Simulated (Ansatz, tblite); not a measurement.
Cost and result up the ladder for the cluster Li₃Cl₂ (5 atoms). Charge 0, multiplicity 2. Geometry: PBE0-D4/def2-TZVP.

```
atom   x (Å)   y (Å)   z (Å)
 Li1  -1.660   0.904   0.842
 Li2   1.080   1.755  -0.186
 Li3   0.290  -1.330  -0.328
 Cl4   2.001  -0.088  -0.861
 Cl5  -1.711  -1.242   0.533
```

Ansatz on 4 threads of Arm Neoverse V1 on a shared host; xTB runs through tblite on one thread. Times are rough, summed over both states, and most runs start from the orbitals of an earlier one. CCSD(T)/def2-TZVPP serves as the yardstick here, not as an exact answer. The other state is a singlet.

The xTB rows come from tblite. Correlated methods freeze 10 core orbitals; core or outer-core shells of Li are correlated, in sets that lack core-valence functions. The structure comes from a short search, and lower isomers may exist.

Correlated methods converge slowly with the basis.

Raw xTB energies of ions are shifted by several eV, and xTB has no spin-polarisation term.

| level | functions | wall time |
| --- | --- | --- |
| GFN1-xTB | 30 | 0.007 s |
| GFN2-xTB | 30 | 0.007 s |
| PBE-D4/def2-TZVP | 116 | 2 s |
| PBE0-D4/def2-TZVP | 116 | 3.2 s |
| r2SCAN-D4/def2-TZVP | 116 | 4.8 s |
| CCSD(T)/def2-TZVPP | 141 | 39 s |

Task: Estimate what each level gives for the vertical IE (eV).

Result: 
```csv
level,vertical IE (eV),difference from CCSD(T)/def2-TZVPP (eV)
GFN1-xTB,11.95,6.15
GFN2-xTB,10.18,4.38
PBE-D4/def2-TZVP,5.93,0.13
PBE0-D4/def2-TZVP,5.97,0.17
r2SCAN-D4/def2-TZVP,5.89,0.09
CCSD(T)/def2-TZVPP,5.80,0.00
```
